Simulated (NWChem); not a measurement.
System: GeHF, singlet; SMILES [F][GeH]

Here is an NWChem input.

```
start job
memory heap 200 mb stack 900 mb global 1100 mb
geometry units angstroms noautosym nocenter noautoz
  Ge     0.013041     0.355212     0.000000
  H     -1.594359     0.475055     0.000000
  F      0.035044    -1.401284     0.000000
end
basis spherical
  Ge library 6-31g*
  H library 6-31g*
  F library 6-31g*
end
dft
  xc xpbe96 cpbe96
  iterations 150
end
property
  efieldgrad
end
task dft property
```

Low-valent species are run as closed-shell singlets; no triplet was tried in these runs. Coordinates come from a PBE0/def2-SVP optimisation.

Vzz is the largest principal value of the second derivative of the potential at the nucleus (NWChem prints the opposite sign); η is the asymmetry. Non-relativistic.

Atoms are numbered as in the input.

### Question
Give the results of this calculation. (PBE/6-31G* (spherical d).) Quantities: Vzz Ge1 (a.u.); η Ge1.

### Answer
```yaml
Vzz Ge1 (a.u.): 3.292
"η Ge1": 0.95
```
